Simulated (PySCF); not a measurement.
AlI₃, SMILES [I][Al]([I])[I]. Atoms are numbered in the order given.

```xyz
4

Al     0.0000     0.0000     0.0000
I     -2.4664     0.0000     0.0000
I      1.2332     2.1360     0.0000
I      1.2332    -2.1360     0.0000
```
Charge 0, spin multiplicity 1.

The structure is a stationary point at B3LYP-D3(BJ)/def2-SVP. The isomer is the one that the SMILES or the coordinates give; other isomers of the formula were not compared. The def2 effective core potentials stand for the cores of I; spin–orbit coupling is left out.

Method: TDA-LC-ωPBE/def2-SVPD (PySCF).

Vertical excitations; the highest root listed may be one member of a degenerate set. The molecule is in vacuum. State labels are in the subgroup C2v.

Computed UV-visible absorptions:
```tsv
state	symmetry	energy (eV)	λ (nm)	f	main pairs
S1	B1	5.32	233	0.000	HOMO→LUMO 88 %
S2	A2	5.33	233	0.000	HOMO→LUMO+1 97 %
S3	A2	5.61	221	0.000	HOMO−1→LUMO (degenerate set)
S4	B2	5.61	221	0.000	HOMO−2→LUMO (degenerate set)
S5	B1	5.78	214	0.006	HOMO−4→LUMO, HOMO−1→LUMO+1 (degenerate set)
S6	A1	5.78	214	0.006	HOMO−3→LUMO, HOMO−2→LUMO+1 (degenerate set)
S7	B2	5.79	214	0.000	HOMO−3→LUMO+1 (degenerate set)
S8	A2	5.79	214	0.000	HOMO−4→LUMO+1 (degenerate set)
S9	A1	6.09	204	0.180	HOMO−2→LUMO+1, HOMO−3→LUMO (degenerate set)
S10	B1	6.09	204	0.180	HOMO−1→LUMO+1, HOMO−4→LUMO (degenerate set)
T1	B1	4.91	253	0	HOMO→LUMO 84 %
T2	A2	5.21	238	0	HOMO→LUMO+1 96 %
T3	B2	5.22	237	0	HOMO−2→LUMO (degenerate set)
T4	A2	5.22	237	0	HOMO−1→LUMO (degenerate set)
```
Triplets are in the Tamm–Dancoff approximation.
